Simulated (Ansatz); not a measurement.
C2H3Ga (`[CH]1=[CH][GaH]1`). The species carries charge 0 and has multiplicity 1. Geometry: relaxed with PBE0-D4/def2-TZVP.

```xyz
6

C    -0.234   -0.290    0.802
C     0.861    0.147    0.135
Ga   -0.660    0.151   -0.985
H    -0.358   -0.625    1.831
H     1.893    0.274    0.461
H    -1.503    0.344   -2.243
```

(1) What is the dipole moment at ωB97M-V/def2-TZVPP? (Best estimate.)

(2) And with PBE, r2SCAN, B3LYP? (Estimate.)

(3) Give the Mulliken charges with ωB97M-V, r2SCAN, PBE in def2-TZVPP. (An estimate is asked.)

Answers

(1) Ansatz gave: 0.69 D, with components (-0.38, 0.09, -0.57) D in this frame, pointing from negative to positive charge.

(2) Computed: PBE 0.47 D, r2SCAN 0.51 D, B3LYP 0.61 D.

(3) Computed: 
```tsv
atom	ωB97M-V	r2SCAN	PBE
C1	-0.23	-0.19	-0.16
C2	-0.23	-0.19	-0.16
Ga3	0.11	0.15	0.04
H4	0.12	0.08	0.11
H5	0.12	0.08	0.11
H6	0.11	0.07	0.07
```

B3LYP here is the variant with VWN-RPA as its local correlation; programs differ in this.
